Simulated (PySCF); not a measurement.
Simulated outer-valence photoelectron spectrum of `[Br][AlH-]1[Cl+][AlH2-][Cl+]1`. The calculation used EOM-IP-CCSD/aug-cc-pVDZ in PySCF, restricted Hartree–Fock reference, 29 core orbitals frozen, non-relativistic, gas phase, PBE0-D3(BJ)/def2-SVP geometry.

Each root has a Gaussian of 0.6 eV full width with its one-hole share as area; cross sections and vibrations are left out, and the highest printed point is 100.

```tsv
ionisation energy (eV)	intensity
10.0	0
10.1	1
10.2	2
10.3	5
10.4	11
10.5	22
10.6	38
10.7	58
10.8	78
10.9	93
11.0	100
11.1	96
11.2	84
11.3	66
11.4	49
11.5	35
11.6	29
11.7	30
11.8	36
11.9	43
12.0	49
12.1	53
12.2	57
12.3	61
12.4	66
12.5	72
12.6	79
12.7	84
12.8	87
12.9	86
13.0	80
13.1	73
13.2	65
13.3	58
13.4	50
13.5	40
13.6	29
13.7	19
13.8	11
13.9	5
14.0	2
14.1	1
14.2	0
```

Problem. Where are the maxima, and how many lines lie under the curve?

Solution. 2 maxima, at 11.0 and 12.8 eV, from 8 lines. At this width some lines have no maximum of their own.

Problem. List the lines with their holes.

Solution. 
```tsv
E (eV)	leading hole (HF orbital)	area	Koopmans (eV)
10.85	HOMO	0.96	11.49
11.00	HOMO-1	0.96	11.62
11.22	HOMO-2	0.95	11.91
11.98	HOMO-3	0.94	12.67
12.43	HOMO-4	0.94	13.23
12.77	HOMO-5	0.95	13.86
12.96	HOMO-6	0.95	14.00
13.39	HOMO-7	0.94	14.20
```

The widest gap, 0.76 eV, lies between 11.22 and 11.98 eV. Only orbitals with −ε under 21 eV, eight at most, were ionised, so the high end of the curve may lack lines.

The run took 7.0 min wall on one thread, Arm Neoverse V1 (aarch64), shared host with 64 logical CPUs at a one-minute load of 38, and the process peaked at 3.0 GiB of memory.

One conformer stands for the species.
